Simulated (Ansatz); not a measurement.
Cost and result for the atomization energy of BClH7NSi2 (`[SiH3]N([SiH3])BCl`) (12 atoms, 11 bonds).

Cartesian coordinates in Å:
```
Si 1.579 0.066 0.306
N -0.124 0.187 -0.133
Si -1.205 -1.103 0.363
B -0.607 1.284 -0.859
Cl 0.501 2.577 -1.349
H 2.438 0.011 -0.900
H 1.696 -1.214 1.053
H 1.984 1.187 1.185
H -0.748 -2.391 -0.220
H -2.570 -0.781 -0.113
H -1.192 -1.225 1.843
H -1.751 1.402 -1.175
```

The species carries charge 0 and has multiplicity 1. The structure was optimised at the PBE0-D4/def2-TZVP level. It is one conformer, not always the lowest. Program: Ansatz. All runs use 4 threads of an Intel Xeon Platinum 8488C on a shared host. Times are those of one run each, without the atoms' runs, and a repeat can differ threefold. Electronic energies, without spin–orbit coupling; frozen cores. CCSD(T)/CBS adds CCSD(T) − MP2 in def2-TZVPP to the MP2 limit, and its time is that of the two runs behind it. T1 = 0.012. HSE06 is the plane-wave form, built on full-range PBE exchange.

CCSD(T)/CBS is a level of theory with its own doubt, some kJ/mol a heavy atom from the limit and from the frozen cores, so smaller differences don't rank the functionals.

```json
{"level": "LDA (SPW92)/def2-TZVPP", "functions": "286", "atomization (kJ/mol)": "4463.2", "difference from CCSD(T)/CBS": "457.6", "per bond": "41.6"}
{"level": "CCSD(T)/CBS(def2)", "functions": "–", "atomization (kJ/mol)": "4005.6", "difference from CCSD(T)/CBS": "0.0", "per bond": "0.0"}
{"level": "ωB97X-V/def2-TZVPP", "functions": "286", "atomization (kJ/mol)": "4038.7", "difference from CCSD(T)/CBS": "33.1", "per bond": "3.0"}
{"level": "CCSD(T)/def2-SVP", "functions": "117", "atomization (kJ/mol)": "3753.6", "difference from CCSD(T)/CBS": "-252.0", "per bond": "-22.9"}
{"level": "revPBE-D4/def2-TZVPP", "functions": "286", "atomization (kJ/mol)": "3935.0", "difference from CCSD(T)/CBS": "-70.6", "per bond": "-6.4"}
{"level": "MP2/def2-QZVPP", "functions": "534", "atomization (kJ/mol)": "3997.2", "difference from CCSD(T)/CBS": "-8.4", "per bond": "-0.8"}
{"level": "r2SCANh-D4/def2-TZVPP", "functions": "286", "atomization (kJ/mol)": "3993.1", "difference from CCSD(T)/CBS": "-12.5", "per bond": "-1.1"}
{"level": "BHLYP-D4/def2-TZVPP", "functions": "286", "atomization (kJ/mol)": "3957.6", "difference from CCSD(T)/CBS": "-48.0", "per bond": "-4.4"}
{"level": "PBE-D4/def2-TZVPP (with forces)", "functions": "286", "atomization (kJ/mol)": "4005.0", "difference from CCSD(T)/CBS": "-0.6", "per bond": "-0.1"}
{"level": "B2PLYP/def2-TZVPP", "functions": "286", "atomization (kJ/mol)": "3959.6", "difference from CCSD(T)/CBS": "-46.0", "per bond": "-4.2"}
{"level": "HSE06-D4/def2-TZVPP", "functions": "286", "atomization (kJ/mol)": "3980.6", "difference from CCSD(T)/CBS": "-25.0", "per bond": "-2.3"}
{"level": "CCSD(T)/def2-TZVPP", "functions": "286", "atomization (kJ/mol)": "3899.1", "difference from CCSD(T)/CBS": "-106.5", "per bond": "-9.7"}
{"level": "B97M-V/def2-TZVPP", "functions": "286", "atomization (kJ/mol)": "4028.8", "difference from CCSD(T)/CBS": "23.2", "per bond": "2.1"}
```

(1) Order the runs by time, with rough figures. (An estimate is asked.)

Results:

(1) Ansatz gave: LDA (SPW92)/def2-TZVPP 1.3 s; PBE-D4/def2-TZVPP (with forces) 2.4 s; revPBE-D4/def2-TZVPP 2.7 s; BHLYP-D4/def2-TZVPP 3.5 s; HSE06-D4/def2-TZVPP 3.6 s; CCSD(T)/def2-SVP 4 s; r2SCANh-D4/def2-TZVPP 4.5 s; B97M-V/def2-TZVPP 6 s; B2PLYP/def2-TZVPP 6 s; ωB97X-V/def2-TZVPP 7 s; MP2/def2-QZVPP 25 s; CCSD(T)/def2-TZVPP 120 s; CCSD(T)/CBS(def2) 2.4 min.

In def2-TZVPP, CCSD(T) changes the Hartree–Fock value by +863.8 kJ/mol (the triples alone add +47.7 kJ/mol) and MP2 by +897.9 kJ/mol; breaking electron pairs costs correlation energy, which Hartree–Fock lacks. At CCSD(T), def2-SVP lies −252.0 kJ/mol from the extrapolated value and def2-TZVPP −106.5 kJ/mol: correlation converges slowly with the basis, and small sets miss more of it in the bonded molecule than in its fragments. From BLYP to BHLYP (50 % exact exchange), in def2-TZVPP and without D4, the atomization energy moves by +6.7 kJ/mol.
